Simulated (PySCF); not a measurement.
Compound: C6H10N (doublet state).
Cartesian coordinates in Å at the GFN2-xTB level; atoms count from 1:
```xyz
17
C6H10N angstrom
C     -0.945    1.289   -1.206
C     -1.061    0.233   -0.359
C     -2.423   -0.329   -0.048
C      0.036   -0.427    0.231
C      1.372    0.067    0.378
C      2.426   -0.972    0.652
N      1.766    1.286    0.351
H     -1.817    1.769   -1.616
H      0.009    1.648   -1.548
H     -3.198    0.196   -0.599
H     -2.631   -0.240    1.018
H     -2.464   -1.385   -0.309
H     -0.151   -1.411    0.642
H      2.200   -1.499    1.576
H      3.392   -0.485    0.742
H      2.459   -1.699   -0.158
H      1.020    1.970    0.243
```

The hyperfine couplings belong to this conformer and change with its torsions.

Identity: `[H]/N=C(C)\C=C(/[CH2])C` [radical].

The calculation used PySCF 2.14.0, UKS B3LYP, pcH-1 on C H N, non-relativistic, mean-field spin-orbit, GIAO. One conformer (not necessarily the lowest) at the GFN2-xTB geometry, without solvent, vibrations or thermal averaging. A GFN2-xTB geometry isn't a minimum of the functional, and hyperfine couplings can be far from their values at a DFT geometry. The frame is twisted about the C4–C5 bond at this geometry (dihedral H13–C4–C5–C6 = 19°); couplings at other torsion angles weren't computed. The SCF solution wasn't tested for stability. ⟨S²⟩ is 0.782 where a pure state has 0.75.

Task: Give the principal g shifts and their parts.

Result: 
```tsv
Δg (ppm)	1	2	3
relativistic mass correction	-158	-158	-158
gauge correction	8	31	22
orbital Zeeman/spin–orbit	250	650	1645
total	99	522	1509
```

So g = 2.00242, 2.00284, 2.00383 and g_iso = 2.00303; the tensor is rhombic: the two nearest values differ by 30 % of g3 − g1. Axes: g2 points within 13° of the C4–C5 bond.

Task: Average each term over the three axes. Which is largest in size?

Result: The orbital-Zeeman/spin–orbit term 848, the mass correction -158 and the gauge correction 20 ppm, for a total of 710 ppm. The orbital-Zeeman/spin–orbit term is the largest in size. The mass correction is the same along every axis, so the anisotropy comes from the other two: their spans along these axes are 23 (gauge) and 1395 ppm (orbital Zeeman/spin–orbit).

Task: What are the electron Larmor frequencies g μB B/h along the three axes at 3350 mT?

Result: 93.8882, 93.9081, 93.9543 GHz for g1, g2 and g3, a range of 66.1 MHz.

Task: In a frozen sample, at which fields do the three g values resonate at 9.5, 34, 94 and 263 GHz (hyperfine left aside), and which band first spreads them over more than twice a line width of 0.3 mT?

Result: 
| band | GHz | B(g3) mT | B(g2) mT | B(g1) mT | spread mT |
| --- | --- | --- | --- | --- | --- |
| X | 9.5 | 338.73 | 338.90 | 338.97 | 0.24 |
| Q | 34.0 | 1212.29 | 1212.89 | 1213.14 | 0.85 |
| W | 94.0 | 3351.63 | 3353.28 | 3353.99 | 2.36 |
| J | 263.0 | 9377.43 | 9382.05 | 9384.03 | 6.60 |

The spread grows in proportion to the frequency. Q band is the first where it exceeds 0.6 mT.

Largest spin populations (Mulliken): C4 (+0.67), C1 (+0.51), N7 (+0.28) and C2 (-0.24). Three atoms exceed +0.15. The positive populations add up to 1.49 and the negative ones to -0.49, together 2S = 1. The angles at C4 add up to 360.0°, so it is planar; its axial dipolar tensor and the negative coupling of its proton fit spin in a p orbital normal to that plane.

The HOMO–LUMO gaps are 5.35 eV among the α and 3.86 eV among the β orbitals.

On an Arm Neoverse V2 with one thread, shared host, this took 60 s (grids of density and orbitals included) and 0.98 GiB of memory at its peak.

The SMILES draws the unpaired electron on C1; the largest computed Mulliken spin population is on C4 (0.67 against 0.51).
